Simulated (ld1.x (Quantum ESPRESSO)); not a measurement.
# Varying the PAW potential for Tm

Base potential:

Tm (Z = 69), PAW, made with ld1.x (Quantum ESPRESSO) 7.5 (LDA (PZ), scalar-relativistic). Core [Kr] 4d10, reference 4f13 5s2 5p6 5d1 6s1 6p0. Waves: 5s (bound): rcut 1.60, rcutus 1.90 bohr; 6s (bound): rcut 1.60, rcutus 1.90 bohr; 5p (bound): rcut 1.95, rcutus 2.20 bohr; 6p (bound, empty): rcut 1.95, rcutus 2.20 bohr; 5d (bound): rcut 3.25, rcutus 3.60 bohr; 5d channel at 1.3 Ry: rcut 3.25, rcutus 3.60 bohr; 4f (bound): rcut 1.10, rcutus 1.15 bohr; 4f channel at 2.65 Ry: rcut 1.10, rcutus 1.15 bohr. Local part: all-electron potential smoothed inside 1.40 bohr (lloc = -1). Core correction: Bessel-smoothed model core inside 0.75 bohr. Augmentation charge: BESSEL, radius 1.10 bohr.

All-electron outer shells of the reference configuration (LDA (PZ), scalar-relativistic, ld1.x):

```
shell  level (eV)  outermost node (bohr)  outermost maximum (bohr)
   4p     -325.26                   0.26                      0.49
   4d     -171.03                   0.24                      0.50
   5s      -53.02                   0.59                      1.10
   5p      -26.58                   0.64                      1.26
   6s       -4.01                   1.49                      3.29
   4f       -2.87                      –                      0.49
   6p       -1.28                   1.85                      4.85
   5d       -0.86                   0.72                      2.21
```

Cutoffs, loose and tight: the cutoffs (Ry, on a coarse ladder) from which the occupation-weighted sum of valence levels, in a spherical-Bessel basis at the reference potential, stays within 10 and 1 mRy of its value at 400 Ry. They do not see the model core or the augmentation charge, which bear on the density cutoff. Test errors are all-electron minus pseudo excitation energies from the reference, over the configurations 4f13 5s2 5p6 5d0 6s2 6p0; 4f13 5s2 5p6 5d0 6s1 6p0; 4f13 5s2 5p6 5d0 6s0 6p0; 4f11 5s2 5p6 5d0 6s0 6p0; 4f12 5s2 5p6 5d0 6s0 6p0; 4f13 5s2 5p5 5d0 6s2 6p0; 4f13 5s2 5p6 5d0 6s0 6p2 (two spin-polarised tests are not counted in the largest error). A dash means not determined; rows that change the core or the reference have their own tests. The largest error is taken over the tests solved by every variant that gives reliable tests at all: 4f13 5s2 5p6 5d0 6s0 6p0; 4f13 5s2 5p6 5d0 6s1 6p0; 4f13 5s2 5p6 5d0 6s2 6p0.

Cutoffs are not given where the Bessel-basis levels miss the radial ones by over 6 mRy, ghosts where they miss by over 20 mRy; a channel whose overlap is not positive is not tested.

A file whose overlap is not positive is unfit for use, and its test errors describe a broken file.

| change | outcome | bound ghosts | largest test error (meV) |
| --- | --- | --- | --- |
| base | generated, overlap not positive | not determined (overlap not positive) | +90 |
| waves 5s (bound): rcut 1.20, rcutus 1.28 bohr; 6s (bound): rcut 1.20, rcutus 1.28 bohr | generated, overlap not positive | not determined (overlap not positive) | +129 |
| waves 5s (bound): rcut 1.30, rcutus 1.38 bohr; 6s (bound): rcut 1.30, rcutus 1.38 bohr | generated, overlap not positive | not determined (overlap not positive) | +90 |
| waves 5s (bound): rcut 1.56, rcutus 1.66 bohr; 6s (bound): rcut 1.56, rcutus 1.66 bohr | generated, overlap not positive | not determined (overlap not positive) | +64 |
| waves 5s (bound): rcut 1.60, rcutus 1.84 bohr; 6s (bound): rcut 1.60, rcutus 1.84 bohr | generated, overlap not positive | not determined (overlap not positive) | -25 |
| waves 5s (bound): rcut 1.60, rcutus 2.06 bohr; 6s (bound): rcut 1.60, rcutus 2.06 bohr | generated, overlap not positive | not determined (overlap not positive) | +70 |
| waves 5s (bound): rcut 1.60, rcutus 2.28 bohr; 6s (bound): rcut 1.60, rcutus 2.28 bohr | generated, overlap not positive | not determined (overlap not positive) | test run stopped at test 1 of 9 (negative rho) |
| waves 5s (bound): rcut 1.60, rcutus 2.48 bohr; 6s (bound): rcut 1.60, rcutus 2.48 bohr | generated, overlap not positive | not determined (overlap not positive) | test run stopped at test 1 of 9 (negative rho) |
| waves 5s (bound): rcut 1.60, rcutus 2.68 bohr; 6s (bound): rcut 1.60, rcutus 2.68 bohr | generated, overlap not positive | not determined (overlap not positive) | test run stopped at test 1 of 9 (negative rho) |
| waves 5s (bound): rcut 1.60, rcutus 2.86 bohr; 6s (bound): rcut 1.60, rcutus 2.86 bohr | generated, overlap not positive | not determined (overlap not positive) | test run stopped at test 1 of 9 (negative norm?) |
